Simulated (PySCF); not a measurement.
SSi, neutral, multiplicity 1. Atoms are numbered in the order given.

```xyz
2

Si     0.0000     0.0000    -1.0408
S      0.0000     0.0000     0.9107
```

Geometry optimised at PBE-D3(BJ)/def2-TZVPD.

Computed with TDA-PBE0/def2-TZVPD (PySCF).

Vertical excitations; the highest root listed may be one member of a degenerate set. Isolated molecule, no solvent. State labels are in the subgroup C2v.

```csv
state,symmetry,energy (eV),λ (nm),f,main pairs
S1,A2,4.04,307,0.000,"HOMO−1→LUMO 50 %, HOMO−2→LUMO+1 50 %"
S2,A1,4.26,291,0.000,"HOMO−1→LUMO+1, HOMO−2→LUMO (degenerate set)"
S3,A2,4.26,291,0.000,"HOMO−2→LUMO+1, HOMO−1→LUMO (degenerate set)"
S4,B2,4.48,276,0.028,HOMO→LUMO+1 (degenerate set)
S5,B1,4.48,276,0.028,HOMO→LUMO (degenerate set)
S6,A1,6.41,193,0.109,"HOMO−2→LUMO 32 %, HOMO−1→LUMO+1 32 %, HOMO→LUMO+2 19 %, HOMO→LUMO+3 5 %"
S7,B1,7.42,167,0.102,HOMO−2→LUMO+2 (degenerate set)
S8,B2,7.42,167,0.102,HOMO−1→LUMO+2 (degenerate set)
S9,A1,7.72,161,0.009,"HOMO→LUMO+3 66 %, HOMO→LUMO+2 32 %"
S10,B1,7.85,158,0.041,HOMO−2→LUMO+3 98 %
T1,B1,3.14,395,0,HOMO→LUMO (degenerate set)
T2,B2,3.14,395,0,HOMO→LUMO+1 (degenerate set)
T3,A1,3.22,386,0,"HOMO−1→LUMO+1 49 %, HOMO−2→LUMO 49 %"
T4,A2,3.53,352,0,"HOMO−1→LUMO 49 %, HOMO−2→LUMO+1 49 %"
```
Triplets are in the Tamm–Dancoff approximation.
